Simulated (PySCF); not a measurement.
Compound: C3H12O2Si3.
InChI=1S/C3H12O2Si3/c1-2-3-8(4-6)5-7/h2,8H,1,3H2,6-7H3

Torsions of this conformer, `[CH2:1]=[CH:2][CH2:3][SiH:4]([O:5][SiH3:6])[O:7][SiH3:8]`: C1–C2–C3–Si4 -104°, C2–C3–Si4–O5 -59°, C3–Si4–O5–Si6 101°, C3–Si4–O7–Si8 -56°.

The closed-shell ground state was solved at several levels (PySCF, density fitting, gas phase, non-relativistic). The structure is a single PBE0-D3(BJ)/def2-SVP conformer in the gas phase; no vibrational or solvent corrections.

```csv
level,basis functions,total energy (Eh),HOMO (eV),LUMO (eV),gap (eV),dipole (D)
B3LYP/def2-SVPD,274,-1140.2184,-7.02,-0.44,6.58,0.74
CAM-B3LYP/pcSseg-1,217,-1140.4608,-8.51,1.03,9.54,0.73
```

What might PBE0/pcSseg-1 (217 basis functions) give for the same quantities?

Total energy -1139.8657 Eh, HOMO -7.21 eV, LUMO -0.07 eV, gap 7.14 eV, dipole 0.73 D.

Over all these levels, which gives the widest orbital gap and which the narrowest?

CAM-B3LYP/pcSseg-1 (range-separated hybrid) has the widest, 9.54 eV, and B3LYP/def2-SVPD (global hybrid, 20 % exact exchange) the narrowest, 6.58 eV. Functional and basis both differ between the two, so the spread mixes both effects.

How far do the dipole and the HOMO energy spread over the levels?

The dipole runs from 0.73 to 0.74 D (mean 0.73 D) and the HOMO from -8.51 to -7.02 eV.
